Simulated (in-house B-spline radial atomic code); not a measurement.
How numerical settings move a run on the nitrogen ion N³⁺, [He] 2s2. Computed with an all-electron radial atomic-structure program (B-spline basis): non-relativistic B3LYP, spin-polarised, spherical fractional occupations, point nucleus.

Command:
```bash
python run_scf.py task.json out
```
Settings of the sound reference run:
```
Z                7
electrons        4
configuration    [He] 2s2
hamiltonian      nr
method           b3lyp
spin_polarised   True
knot_spacing     0.22
spline_order     8
gauss_points     12
box_radius       16.22
max_iterations   70
damping          0.5
damped_steps     3
diis_vectors     10
tolerance        1e-08
start            Thomas-Fermi
```

Cost of the run: 0.16 s on 1 thread of AMD EPYC 7R43 64-Core Processor, with other jobs on the host.

It converges in 7 iterations to -51.190578 hartree, with 2s up at -69.8214 eV. The other runs change the listed settings, some to values that make no sense; their results aren't properties of the atom or ion. Radii are in bohr (the nuclear one in fm), a minus after a letter asks for a j subshell, and «unchanged» means within 1e-8 hartree. The run stops when the residual is below 10 × tolerance × max(1, Z/10), or a noise floor if that is larger, and the energy moves by less than 1e-8 × √|E| hartree; so very loose and very tight tolerances often act alike.

```tsv
changed settings	outcome
first_knot = 0.0143	converged in 7 iterations, energy unchanged, 2s up level -6.3e-06 eV
first_knot = 0.00143	converged in 7 iterations, energy -1.68e-07 hartree from the reference, 2s up level -3.8e-06 eV
knot_spacing = 0.15, max_iterations = 60, damping = 0.8, damped_steps = 8	converged in 12 iterations, energy -2.96e-07 hartree from the reference, 2s up level -1.0e-05 eV
knot_spacing = 1.4, spline_order = 5, max_iterations = 100, damping = 0.2, start = bare nucleus	converged in 7 iterations, energy +1.49e-01 hartree from the reference, 2s up level +4.1e-01 eV
first_knot = 0.000143	converged in 7 iterations, energy -3.81e-08 hartree from the reference, 2s up level -9.0e-06 eV
electrons = 5, configuration = [He] 2s2 3s-1, max_iterations = 50	stopped with error: j subshells need the Dirac Hamiltonian and l > 0
electrons = 7, configuration = [He] 2s2 3s3, max_iterations = 60	stopped with error: shell 3s holds at most 1 electrons (per spin)
first_knot = 0.0429	converged in 7 iterations, energy unchanged, 2s up level -6.0e-06 eV
hamiltonian = dirac, method = hf, spin_polarised = False, nucleus = fermi, rms_radius = 2.5582, mass_number = 14, atomic_mass = 14.00307, speed_of_light = 5.248479	stopped with error: Z/c is past the critical charge
diis_vectors = 0	converged in 18 iterations, energy unchanged, 2s up level +1.4e-06 eV
knot_spacing = 1, gauss_points = 8, max_iterations = 60	converged in 7 iterations, energy +2.77e-02 hartree from the reference, 2s up level -6.1e-03 eV
gauss_points = 8, max_iterations = 100, damping = 0, start = bare nucleus	converged in 6 iterations, energy unchanged, 2s up level +5.7e-07 eV
damped_steps = 1	converged in 6 iterations, energy unchanged, 2s up level +5.8e-07 eV
first_knot = 0.429	converged in 7 iterations, energy +1.92e-04 hartree from the reference, 2s up level +1.3e-04 eV
```

**Question.** What happens with damped_steps = 8?

**Answer.** Converged in 12 iterations, energy unchanged, 2s up level +5.1e-07 eV.

**Question.** What happens with damped_steps = 0?

**Answer.** Converged in 6 iterations, energy unchanged, 2s up level +5.6e-07 eV.

**Question.** What happens with diis_vectors = 1?

**Answer.** Converged in 9 iterations, energy unchanged.

**Question.** What happens with first_knot = 1.43e-05?

**Answer.** Converged in 7 iterations, energy -1.31e-07 hartree from the reference, 2s up level -1.3e-06 eV.
